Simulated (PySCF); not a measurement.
**Radial density of He⁺ (helium, charge +1)**

UHF, 1s1, 2S determinant. Calculation: PySCF 2.14, in 6-31G*; the non-relativistic Hamiltonian (point nucleus).

| r (bohr) | 4πr²ρ (e/bohr) | 4πr²(ρα − ρβ) |
| --- | --- | --- |
| 0.0154 | 0.006460 | 0.0065 |
| 0.0258 | 0.01810 | 0.0181 |
| 0.0434 | 0.04984 | 0.0498 |
| 0.0731 | 0.1310 | 0.1310 |
| 0.123 | 0.3089 | 0.3089 |
| 0.207 | 0.6040 | 0.6040 |
| 0.348 | 0.9687 | 0.9687 |
| 0.585 | 1.037 | 1.0372 |
| 0.984 | 0.6085 | 0.6085 |
| 1.65 | 0.1111 | 0.1111 |
| 2.78 | 0.007803 | 0.0078 |
